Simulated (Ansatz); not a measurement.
Ag₂I⁺ (the lowest singlet isomer of a short search). Charge 1, multiplicity 1. Geometry PBE-D4/def2-TZVP, basis def2-TZVP, Ansatz.

Cartesian coordinates in Å:
```
Ag -0.166 -1.093 1.732
Ag 1.115 0.417 -1.675
I -0.948 0.676 -0.057
```

```
run  HOMO (eV)  LUMO (eV)
  A     -10.95      -8.36
  B     -11.08      -8.02
  C     -11.89      -7.35
  D     -11.09      -8.14
  E     -11.45      -7.67
  F     -12.01      -7.15
```

In the def2 sets Ag, I take a core potential; there is no spin–orbit coupling. The structure comes from a short search, and lower isomers may exist.

**Question.** The runs used B97M-V, PBE, PBE0, r2SCAN, r2SCAN0, r2SCANh. Estimate which is which.

**Answer.** A PBE (0 % exact exchange); B r2SCAN (0 % exact exchange); C PBE0 (25 % exact exchange); D B97M-V (0 % exact exchange); E r2SCANh (10 % exact exchange); F r2SCAN0 (25 % exact exchange). Exact exchange lowers occupied and raises empty levels; among semilocal functionals meta-GGAs tend to open the gap a little, and such runs are hard to tell apart. The gap grows from 2.59 eV (PBE) to 4.85 eV (r2SCAN0).
